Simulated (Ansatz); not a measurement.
Relaxation of CH₅NOSi (9 atoms, charge 0, multiplicity 1), to a largest force component of 0.015 eV/Å in at most 40 steps.

Method: RKS revPBE-D4/6-31G* in Ansatz 0.2.0.

```xyz
9
Properties=species:S:1:pos:R:3:forces:R:3
N -0.370 1.289 0.075 0.78 0.17 -0.37
C -0.213 -0.080 0.573 -0.45 0.05 -0.07
Si 0.822 -1.071 -0.682 -0.21 1.89 1.64
O 0.338 -2.337 -1.343 -0.64 -2.21 -1.27
H -0.938 1.292 -0.765 -0.37 0.08 -0.28
H -0.841 1.869 0.762 -0.21 0.26 0.27
H 0.303 -0.012 1.536 0.35 -0.16 0.31
H -1.174 -0.582 0.768 -0.17 -0.43 0.07
H 2.072 -0.369 -0.924 0.93 0.36 -0.30
```

Where does it end, and by what steps?

The forces met the threshold. After 22 steps the energy has fallen by 0.349 eV; H6 moved furthest, 1.07 Å. Joined: N1–Si3.

```json
{"step": "0", "energy less start (eV)": "0.0000", "largest force component (eV/Å)": "2.213", "accepted": "yes"}
{"step": "1", "energy less start (eV)": "-0.1251", "largest force component (eV/Å)": "1.041", "accepted": "yes"}
{"step": "2", "energy less start (eV)": "-0.1513", "largest force component (eV/Å)": "0.324", "accepted": "yes"}
{"step": "3", "energy less start (eV)": "-0.0660", "largest force component (eV/Å)": "1.253", "accepted": "no"}
{"step": "4", "energy less start (eV)": "-0.1568", "largest force component (eV/Å)": "0.101", "accepted": "yes"}
{"step": "5", "energy less start (eV)": "-0.1519", "largest force component (eV/Å)": "0.179", "accepted": "no"}
{"step": "6", "energy less start (eV)": "-0.1591", "largest force component (eV/Å)": "0.030", "accepted": "yes"}
{"step": "7", "energy less start (eV)": "-0.1619", "largest force component (eV/Å)": "0.034", "accepted": "yes"}
{"step": "8", "energy less start (eV)": "-0.1670", "largest force component (eV/Å)": "0.091", "accepted": "yes"}
{"step": "9", "energy less start (eV)": "-0.1762", "largest force component (eV/Å)": "0.205", "accepted": "yes"}
{"step": "10", "energy less start (eV)": "-0.1909", "largest force component (eV/Å)": "0.287", "accepted": "yes"}
{"step": "11", "energy less start (eV)": "-0.2110", "largest force component (eV/Å)": "0.315", "accepted": "yes"}
{"step": "12", "energy less start (eV)": "-0.2634", "largest force component (eV/Å)": "0.387", "accepted": "yes"}
{"step": "13", "energy less start (eV)": "-0.3046", "largest force component (eV/Å)": "0.690", "accepted": "yes"}
{"step": "14", "energy less start (eV)": "-0.3278", "largest force component (eV/Å)": "0.485", "accepted": "yes"}
{"step": "15", "energy less start (eV)": "-0.3383", "largest force component (eV/Å)": "0.179", "accepted": "yes"}
{"step": "16", "energy less start (eV)": "-0.3209", "largest force component (eV/Å)": "0.430", "accepted": "no"}
{"step": "17", "energy less start (eV)": "-0.3462", "largest force component (eV/Å)": "0.102", "accepted": "yes"}
{"step": "18", "energy less start (eV)": "-0.3478", "largest force component (eV/Å)": "0.061", "accepted": "yes"}
{"step": "19", "energy less start (eV)": "-0.3488", "largest force component (eV/Å)": "0.055", "accepted": "yes"}
{"step": "20", "energy less start (eV)": "-0.3494", "largest force component (eV/Å)": "0.033", "accepted": "yes"}
{"step": "21", "energy less start (eV)": "-0.3495", "largest force component (eV/Å)": "0.019", "accepted": "yes"}
{"step": "22", "energy less start (eV)": "-0.3495", "largest force component (eV/Å)": "0.008", "accepted": "yes"}
```

```xyz
9
Properties=species:S:1:pos:R:3
N -0.374 0.863 -0.211
C -0.288 -0.246 0.852
Si 0.710 -0.812 -0.643
O 0.244 -1.759 -1.788
H -1.304 0.956 -0.629
H -0.019 1.779 0.078
H 0.215 0.113 1.760
H -1.275 -0.671 1.075
H 2.090 -0.224 -0.493
```

Time of the run: 100 s on 1 CPU thread of a shared host.
